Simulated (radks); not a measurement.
Task: The table gives one normalised radial function P(r) = r R(r) of Sc6+ in [Ne] 3s2 3p3 (r in bohr). Method: scalar-relativistic Kohn-Sham, LB94 model potential, spin-polarised, spherical densities, finite nucleus; open shells are filled with parallel spins first; Fermi nuclear charge, rms radius 3.5459 fm; computed with a radial shooting solver on a logarithmic mesh with Libxc functionals.

| r | P |
|---|---|
| 0.007543 | 0.3631 |
| 0.008505 | 0.4002 |
| 0.009513 | 0.4372 |
| 0.01064 | 0.4764 |
| 0.012 | 0.5203 |
| 0.01342 | 0.5629 |
| 0.01513 | 0.6096 |
| 0.01692 | 0.6535 |
| 0.01893 | 0.6968 |
| 0.02134 | 0.7413 |
| 0.02387 | 0.7794 |
| 0.02691 | 0.8148 |
| 0.0301 | 0.8405 |
| 0.03367 | 0.8567 |
| 0.03796 | 0.8607 |
| 0.04246 | 0.8488 |
| 0.04788 | 0.8157 |
| 0.05355 | 0.7625 |
| 0.06038 | 0.6784 |
| 0.06753 | 0.5719 |
| 0.07554 | 0.4367 |
| 0.08517 | 0.2594 |
| 0.09526 | 0.0646 |
| 0.1074 | -0.1718 |
| 0.1201 | -0.4129 |
| 0.1344 | -0.6657 |
| 0.1515 | -0.9384 |
| 0.1695 | -1.1819 |
| 0.1911 | -1.4156 |
| 0.2137 | -1.5942 |
| 0.241 | -1.7289 |
| 0.2695 | -1.7915 |
| 0.3015 | -1.7876 |
| 0.3399 | -1.7095 |
| 0.3802 | -1.5738 |
| 0.4286 | -1.3746 |
| 0.4794 | -1.1561 |
| 0.5363 | -0.9258 |
| 0.6046 | -0.6884 |
| 0.6763 | -0.4924 |
| 0.7625 | -0.3213 |
| 0.8529 | -0.2013 |
| 0.954 | -0.1171 |
| 1.076 | -0.0599 |
| 1.203 | -0.0291 |
| 1.356 | -0.0120 |
| 1.517 | -0.0047 |
| 1.711 | -0.0015 |
| 1.913 | -0.0004 |
| 2.14 | -0.0001 |
| 2.413 | 0.0000 |
| 2.699 | 0.0000 |
| 3.043 | 0.0000 |
| 3.404 | 0.0000 |

Which n and l does it have? It may be an empty orbital.

Result: n = 2, l = 0: the number of nodes gives n - l - 1 = 1, the rise at small r (about r^(l+1)) gives l, and the extent must fit the shell. The curve is that of 2s up; the table hardly tells the two spins apart. 2s up: eigenvalue -604.11 eV, 1 radial node at r = 0.0986 bohr, <r> = 0.341 bohr, 90 % of the charge inside 0.529 bohr.
